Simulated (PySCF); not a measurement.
## Absolute configuration from chiroptical data

Level of theory: PySCF 2.14.0, TDDFT wB97X-D/def2-SVPD circular dichroism and optical rotation, one conformer, gas phase. Geometry: GFN2-xTB.

Values for one enantiomer of C$_{7}$H$_{11}$F, R in 10⁻⁴⁰ esu² cm² (velocity form):
```
λ (nm)       f      R
   153  0.0004   +2.7
   151   0.005   -1.2
   149   0.001   -8.5
   147   0.003   -1.0
   144   0.050  +15.2
   142   0.016   +0.4
   141   0.003   -9.2
   139   0.020   +2.0
   138   0.031   +8.1
   137   0.021  -14.9
   137   0.004  -12.0
   135   0.016  +30.5
```

[α] at 589.3 nm: +14 deg dm⁻¹ (g/mL)⁻¹ (origin-invariant length gauge).

Question: Which structure gives these signs?
A. C[C@@H]1[C@@H](F)[C@H]2CC[C@@H]12
B. C[C@H]1[C@H](F)[C@@H]2CC[C@H]12

Answer: A. Its CIP labels in SMILES order are S, R, S, S; the other enantiomer gives every sign reversed.

Geometry of C[C@@H]1[C@@H](F)[C@H]2CC[C@@H]12 as run:
```xyz
19

C    -2.312   -0.518   -0.097
C    -0.933    0.068   -0.336
C     0.060   -0.850   -1.072
F     0.481   -0.400   -2.301
C     1.065   -0.702    0.074
C     1.940    0.561   -0.001
C     0.956    1.306    0.919
C     0.018    0.095    0.881
H    -2.899    0.149    0.530
H    -2.834   -0.657   -1.041
H    -2.234   -1.482    0.403
H    -1.018    1.040   -0.826
H    -0.302   -1.871   -1.226
H     1.544   -1.611    0.428
H     2.937    0.433    0.413
H     2.025    0.971   -1.005
H     0.538    2.230    0.521
H     1.361    1.501    1.910
H    -0.404   -0.256    1.819
```
